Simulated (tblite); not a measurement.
Isomers of C3H10F3NSi2. Computed values, GFN2-xTB/tblite, gas phase, harmonic and unscaled. Errors from tens to a few hundred cm⁻¹ against measured bands are possible. Modes of hydrogen on silicon can be 10 to 20 % off. One conformer each.

Electronic energies: GFN2-xTB at the same geometries; isomer energies are rough at this level and their order can be wrong.

```csv
SMILES,"electronic energy, lowest = 0 (kJ/mol)"
CCN[SiH2][SiH2]C(F)(F)F,25.0
FC(F)(F)[SiH2]NCC[SiH3],0.0
CCN[Si@@H]([SiH3])C(F)(F)F,19.9
CN(C)[SiH2][SiH2]C(F)(F)F,30.0
CN([SiH3])C[SiH2]C(F)(F)F,16.3
C[SiH2][SiH2]NCC(F)(F)F,30.1
```

Task: How do GFN2-xTB zero-point energies change the relative energies?

Result: 
```tsv
SMILES	ZPE (kJ/mol)	of it from modes above 1550 cm⁻¹	electronic (kJ/mol)	with ZPE, lowest = 0 (kJ/mol)	lowest mode (cm⁻¹)	rings
FC(F)(F)[SiH2]NCC[SiH3]	328.4	159.2	0.0	0.0	14	0
CN([SiH3])C[SiH2]C(F)(F)F	325.0	155.4	16.3	12.9	20	0
CCN[Si@@H]([SiH3])C(F)(F)F	333.2	163.1	19.9	24.7	22	0
CCN[SiH2][SiH2]C(F)(F)F	334.1	162.8	25.0	30.7	18	0
CN(C)[SiH2][SiH2]C(F)(F)F	332.0	158.7	30.0	33.6	21	0
C[SiH2][SiH2]NCC(F)(F)F	332.2	162.4	30.1	33.8	18	0
```

The zero-point energies span 9.1 kJ/mol, from `CN([SiH3])C[SiH2]C(F)(F)F` to `CCN[SiH2][SiH2]C(F)(F)F`. The order is unchanged.
